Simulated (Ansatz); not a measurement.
Two isomers of C3H8OSi: A = `C/C([SiH3])=C\O`, B = `CO/C=C/[SiH3]`.

Calculated with Ansatz (gas phase, PBE0-D4/def2-TZVP geometries, no zero-point term in ΔE). CBS: MP2 limit from def2 TZ/QZ plus the TZ coupled-cluster correction, frozen cores. Double bonds are as drawn, so ΔE can hold a change between cis and trans. DFT in def2-TZVPP. One conformer a species, not always the lowest.

(1) Which isomer does CCSD(T)/CBS put lower? Give the gap. (Best estimate.)

(2) Give E(B) − E(A) in kcal/mol with B2PLYP, CCSD(T)/def2-TZVPP, MP2/def2-TZVPP, PBE0-D4, CCSD/def2-TZVPP, PBE-D4, CCSD(T)/def2-SVP. (Estimate.)

(3) Does the order hold for the free energy at 298.15 K (harmonic terms from PBE0-D4)? (An estimate is asked.)

Largest T1 diagnostic: 0.013.

Answers

(1) Computed: A, by 9.3 kcal/mol.

(2) Computed: B2PLYP 8.0, CCSD(T)/def2-TZVPP 8.6, MP2/def2-TZVPP 9.7, PBE0-D4 9.4, CCSD/def2-TZVPP 8.5, PBE-D4 9.1, CCSD(T)/def2-SVP 8.2. None reverses the order clearly.

(3) The calculation gave: Yes: G(B) − G(A) = +10.1 kcal/mol, for one conformer each.

At CCSD(T), def2-SVP lies −1.1 kcal/mol from the extrapolated value and def2-TZVPP −0.7 kcal/mol. In def2-TZVPP, CCSD(T) changes the Hartree–Fock value by +2.3 kcal/mol (the triples alone add +0.1 kcal/mol) and MP2 by +3.4 kcal/mol.
